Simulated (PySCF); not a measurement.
**Electron correlation in Ga⁺ (gallium, charge +1)**

[Ar] 3d10 4s2, closed-shell 1S. All numbers are calculated (PySCF 2.14, no relativity, point nucleus, in pcseg-2 (6s5p3d1f, 43 functions)). Frozen: [Ar] 3d10; 2 electrons correlated.

Total MP2 correlation energy: -26.10 mhartree.

Same-spin part 0.00 and opposite-spin part -26.10 mhartree; SCS-MP2 scales them by 1/3 and 6/5 to -31.32 mhartree.

With two correlated electrons CCSD is exact within the correlated space (frozen core and kept virtual orbitals).

```csv
level,correlation energy (mhartree)
CCSD,-36.82
```

Diagnostics: T1 = 0.0055, D1 = 0.0078, largest double amplitude 0.099.

Cost of the coupled-cluster step: 0.1 s of wall time on 1 thread of Neoverse-V1 (shared host), for 2 correlated electrons.
